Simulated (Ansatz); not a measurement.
Born–Oppenheimer molecular dynamics of GeH$_{4}$NO (7 atoms, charge -1, multiplicity 1). It starts at the highest image of a converged band. Of that band: Neighbouring images differ by up to 1.8 eV, so the band resolves the path poorly. A vibrational analysis at the climbing image gives one clearly imaginary mode, 1188i cm⁻¹: a first-order saddle point.

Level of theory: RKS PBE0-D4/def2-SVP in Ansatz 0.2.0.

```json
{
  "ensemble": "NVE (velocity Verlet)",
  "time step": "0.5 fs",
  "steps asked": "200",
  "starting velocities drawn for": "100 K",
  "seed": "9369"
}
```

Frames 0.5 fs apart, positions in Å.

Velocities at 60.0 fs (Å/ps):

```
N 6.27 -3.44 -5.85
Ge -4.52 4.17 -0.02
O 20.32 -16.16 -4.62
H -34.05 -25.70 58.25
H -54.35 28.92 47.16
H -2.96 14.68 31.34
H 7.39 -14.17 19.42
```

```xyz
7
Properties=species:S:1:pos:R:3 time_fs=60.0 energy_less_start_eV=-1.399 T=2264
N -1.555 -0.381 -0.558
Ge -0.344 0.516 0.304
O 1.451 -0.369 0.260
H -1.149 -1.351 -0.401
H -0.332 2.068 -0.293
H 0.064 0.675 1.837
H 1.266 -1.273 0.533
7
Properties=species:S:1:pos:R:3 time_fs=60.5 energy_less_start_eV=-1.378 T=2231
N -1.552 -0.383 -0.561
Ge -0.346 0.518 0.304
O 1.461 -0.377 0.258
H -1.167 -1.363 -0.372
H -0.359 2.081 -0.269
H 0.061 0.683 1.853
H 1.269 -1.280 0.543
7
Properties=species:S:1:pos:R:3 time_fs=61.0 energy_less_start_eV=-1.353 T=2193
N -1.549 -0.385 -0.564
Ge -0.348 0.520 0.304
O 1.471 -0.385 0.256
H -1.187 -1.373 -0.344
H -0.385 2.092 -0.244
H 0.056 0.691 1.869
H 1.272 -1.287 0.553
7
Properties=species:S:1:pos:R:3 time_fs=61.5 energy_less_start_eV=-1.328 T=2154
N -1.545 -0.387 -0.567
Ge -0.350 0.522 0.304
O 1.480 -0.393 0.253
H -1.210 -1.380 -0.317
H -0.410 2.101 -0.218
H 0.049 0.700 1.884
H 1.275 -1.293 0.562
7
Properties=species:S:1:pos:R:3 time_fs=62.0 energy_less_start_eV=-1.303 T=2116
N -1.542 -0.390 -0.570
Ge -0.352 0.524 0.304
O 1.490 -0.401 0.251
H -1.234 -1.384 -0.291
H -0.435 2.107 -0.192
H 0.040 0.708 1.899
H 1.278 -1.298 0.571
7
Properties=species:S:1:pos:R:3 time_fs=62.5 energy_less_start_eV=-1.280 T=2081
N -1.539 -0.393 -0.572
Ge -0.354 0.527 0.304
O 1.500 -0.408 0.248
H -1.260 -1.385 -0.266
H -0.458 2.111 -0.164
H 0.029 0.717 1.913
H 1.280 -1.301 0.579
7
Properties=species:S:1:pos:R:3 time_fs=63.0 energy_less_start_eV=-1.260 T=2049
N -1.536 -0.396 -0.575
Ge -0.356 0.529 0.304
O 1.509 -0.416 0.245
H -1.287 -1.383 -0.242
H -0.481 2.113 -0.137
H 0.016 0.726 1.926
H 1.282 -1.303 0.587
7
Properties=species:S:1:pos:R:3 time_fs=63.5 energy_less_start_eV=-1.240 T=2019
N -1.532 -0.400 -0.577
Ge -0.357 0.531 0.304
O 1.518 -0.423 0.242
H -1.316 -1.379 -0.220
H -0.502 2.112 -0.109
H 0.000 0.735 1.936
H 1.284 -1.303 0.594
7
Properties=species:S:1:pos:R:3 time_fs=64.0 energy_less_start_eV=-1.219 T=1986
N -1.529 -0.404 -0.580
Ge -0.359 0.533 0.304
O 1.526 -0.431 0.240
H -1.346 -1.373 -0.200
H -0.522 2.110 -0.082
H -0.017 0.744 1.945
H 1.286 -1.302 0.601
7
Properties=species:S:1:pos:R:3 time_fs=64.5 energy_less_start_eV=-1.196 T=1949
N -1.526 -0.408 -0.582
Ge -0.361 0.535 0.305
O 1.535 -0.438 0.237
H -1.377 -1.364 -0.180
H -0.541 2.105 -0.055
H -0.036 0.752 1.952
H 1.287 -1.300 0.607
7
Properties=species:S:1:pos:R:3 time_fs=65.0 energy_less_start_eV=-1.167 T=1905
N -1.522 -0.412 -0.584
Ge -0.362 0.537 0.305
O 1.544 -0.445 0.234
H -1.408 -1.355 -0.162
H -0.559 2.099 -0.028
H -0.057 0.759 1.958
H 1.288 -1.297 0.613
7
Properties=species:S:1:pos:R:3 time_fs=65.5 energy_less_start_eV=-1.133 T=1852
N -1.519 -0.416 -0.586
Ge -0.364 0.540 0.305
O 1.552 -0.452 0.231
H -1.439 -1.345 -0.145
H -0.575 2.091 -0.003
H -0.079 0.766 1.960
H 1.289 -1.293 0.619
```

Of the whole run (100 fs, mean temperature of the second half 1525 K): The conserved energy stayed within 0.24 meV per atom of its start (net change 0.018 meV per atom), so the integration is sound. The system heated up, since it started high on the potential surface and ran downhill. A run of 0.1 ps of so small a system gives no equilibrium averages. The orbitals stay closed-shell, which can raise the energy where a bond breaks towards radicals; this wasn't checked here. Limits of this set-up: an anion without diffuse functions, the dipole of an ion depends on the origin.

Time of the run: 7.4 min on 1 thread of Intel(R) Xeon(R) Platinum 8375C CPU @ 2.90GHz (Ice Lake) (shared host), peak memory 0.17 GiB.
